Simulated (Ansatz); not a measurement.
Cost and result for the atomization energy of CH4BISi, SMILES `I[SiH]1BC1` (8 atoms, 8 bonds).

Cartesian coordinates in Å:
```
I 2.109 -0.592 -2.148
Si 0.509 0.546 -0.712
B 0.369 0.229 1.147
C -0.852 -0.337 0.527
H -0.357 1.380 -1.571
H 1.061 -0.149 2.032
H -1.269 -1.305 0.801
H -1.569 0.228 -0.077
```

Charge 0, multiplicity 1. Correlated methods include outer-core shells of I, which these sets cover unevenly. I takes the def2 core potential. The structure was optimised at the PBE0-D4/def2-TZVP level. Program: Ansatz. All runs use 2 threads of an Arm Neoverse V1 on a shared host. Times are those of one run each, without the atoms' runs, and a repeat can differ threefold. Electronic energies, without spin–orbit coupling; frozen cores. CCSD(T)/CBS adds CCSD(T) − MP2 in def2-TZVPP to the MP2 limit, and its time is that of the two runs behind it. T1 = 0.011. With those shells the extrapolation isn't a true limit. HSE06 is the plane-wave form, built on full-range PBE exchange.

CCSD(T)/CBS is a level of theory with its own doubt, some kJ/mol a heavy atom from the limit and from the frozen cores, so smaller differences don't rank the functionals.

```csv
level,functions,wall time
LDA (SPW92)/def2-TZVPP,210,1.8 s
revPBE-D4/def2-TZVPP,210,3 s
BLYP-D4/def2-TZVPP,210,3.3 s
BHLYP-D4/def2-TZVPP,210,4.7 s
HSE06-D4/def2-TZVPP,210,4.8 s
CAM-B3LYP-D4/def2-TZVPP,210,5.5 s
CCSD(T)/def2-SVP,92,6 s
ωB97X-V/def2-TZVPP,210,13 s
B97M-V/def2-TZVPP,210,15 s
ωB97M-V/def2-TZVPP (with forces),210,18 s
MP2/def2-QZVPP,386,33 s
CCSD(T)/def2-TZVPP,210,2.9 min
CCSD(T)/CBS(def2),–,3.4 min
```

(1) What atomization energy does each give, and how far from CCSD(T)/CBS? (An estimate is asked.)

Answers

(1) Computed: 
| level | atomization (kJ/mol) | difference from CCSD(T)/CBS | per bond |
| --- | --- | --- | --- |
| LDA (SPW92)/def2-TZVPP | 3009.0 | 383.5 | 47.9 |
| revPBE-D4/def2-TZVPP | 2625.1 | -0.4 | -0.1 |
| BLYP-D4/def2-TZVPP | 2608.7 | -16.8 | -2.1 |
| BHLYP-D4/def2-TZVPP | 2561.8 | -63.7 | -8.0 |
| HSE06-D4/def2-TZVPP | 2656.3 | 30.8 | 3.9 |
| CAM-B3LYP-D4/def2-TZVPP | 2618.6 | -6.9 | -0.9 |
| CCSD(T)/def2-SVP | 2460.9 | -164.6 | -20.6 |
| ωB97X-V/def2-TZVPP | 2630.9 | 5.4 | 0.7 |
| B97M-V/def2-TZVPP | 2654.2 | 28.7 | 3.6 |
| ωB97M-V/def2-TZVPP (with forces) | 2630.6 | 5.1 | 0.6 |
| MP2/def2-QZVPP | 2646.3 | 20.8 | 2.6 |
| CCSD(T)/def2-TZVPP | 2549.1 | -76.4 | -9.5 |
| CCSD(T)/CBS(def2) | 2625.5 | 0.0 | 0.0 |

The D4 term adds +31.0 kJ/mol with B3LYP and +16.2 kJ/mol with PBE0; it sums over pairs of atoms, weighted by their polarisabilities, and B3LYP, whose exchange is more repulsive, gets the larger term. In def2-TZVPP, CCSD(T) changes the Hartree–Fock value by +615.3 kJ/mol (the triples alone add +49.0 kJ/mol) and MP2 by +667.7 kJ/mol; breaking electron pairs costs correlation energy, which Hartree–Fock lacks. From BLYP to BHLYP (50 % exact exchange), in def2-TZVPP and without D4, the atomization energy moves by −33.4 kJ/mol: exact exchange takes away binding that semilocal exchange gives to molecules.

B3LYP here is the variant with VWN-RPA as its local correlation; programs differ in this.

Spin–orbit coupling would lower the free I atoms strongly, and the atomization energy with them, by more than many differences here.
